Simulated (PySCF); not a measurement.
Radial density of In²⁺ (indium, charge +2)

PBEsol, [Kr] 4d10 5s1, 2S determinant. Computed with PySCF 2.14 in aug-cc-pVQZ-DK3 (9s8p6d3f2g, 102 functions), with scalar relativity by spin-free X2C-1e.

```
r (bohr)  4πr²ρ (e/bohr)  4πr²(ρα − ρβ)
  0.0322           56.58         0.0002
  0.0542           59.71         0.0061
  0.0911           80.40         0.0192
   0.153           57.69        -0.0172
   0.258           65.16         0.0354
   0.434           33.02         0.0044
   0.729           21.28         0.0505
    1.23           12.61         0.0746
    2.06           2.085         0.6095
    3.47          0.1837         0.1478
    5.84        0.001929         0.0019
```

Densities and radii are taken from the X2C orbitals without a picture-change correction, which distorts them close to the nucleus.

**Question.** Where is the radial spin density 4πr²(ρα − ρβ) most negative, and why is it negative at all?

**Answer.** Around r = 0.153 bohr, down to -0.0172 e/bohr: exchange with the open shell polarises the paired shells in an unrestricted calculation.
